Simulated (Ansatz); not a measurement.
H3AlGe, SMILES `[AlH2][GeH]` (triplet; the order of the spin states depends on the level) (charge 0, multiplicity 3). This triplet lies 0.24 eV above the relaxed singlet at the level composite: frozen-core CCSD(T) with HF/cc-pVQZ and the correlation energy extrapolated as X^-3 from cc-pVTZ and cc-pVQZ, plus CCSDT(Q) minus CCSD(T) in cc-pVDZ // PBE0-D3(BJ)/def2-TZVP (Ansatz, a program for electronic structure); other levels give the other order.

The numbers are results of HSE06/cc-pVTZ // PBE0-D3(BJ)/def2-TZVP run with Ansatz, not measurements.

Ansatz 0.2 input:
```yaml
crystal:
  periodic: [false, false, false]
  atoms:
    - { symbol: Al, position_ang: [-0.886618, -0.034631, 0.01272] }
    - { symbol: Ge, position_ang: [1.465524, -0.614921, 0.023734] }
    - { symbol: H, position_ang: [-1.912461, -1.235045, 0.094542] }
    - { symbol: H, position_ang: [-1.312944, 1.490901, -0.068665] }
    - { symbol: H, position_ang: [2.646498, 0.393695, -0.062331] }
basis:
  gaussian: { orbitals: cc-pVTZ }
hamiltonian:
  xc: hse06
magnetization:
  spin_polarized: true
  initial_magnetization: 2
```

Output:

```
Functional definition: HSE06
879 factors; their error is unknown
80 factors; integrals over basis functions are off by at most 1.8e-6 eV
mean field evaluation 1: about -63151.9445 eV, gradient 1.0e1 eV
mean field evaluation 2: about -63152.4103 eV, gradient 6.2e0 eV
mean field evaluation 4: about -63152.6066 eV, gradient 3.4e-1 eV
mean field evaluation 8: about -63152.8314 eV, gradient 2.4e-1 eV
mean field evaluation 16: about -63152.8315 eV, gradient 3.3e-5 eV
mean field -63152.83148146 eV, -2320.8237504169 hartree, gradient 3.3e-5 eV, S^2 2.005282; 0 other end points of the search recorded, 0 dependent functions left out
reference -63152.83152542 eV, -2320.8237520325 hartree; 25, 23 occupied and 94, 96 virtual orbitals, 879 factors
Total energy: -63152.83152542 eV, -2320.8237520325 hartree
```
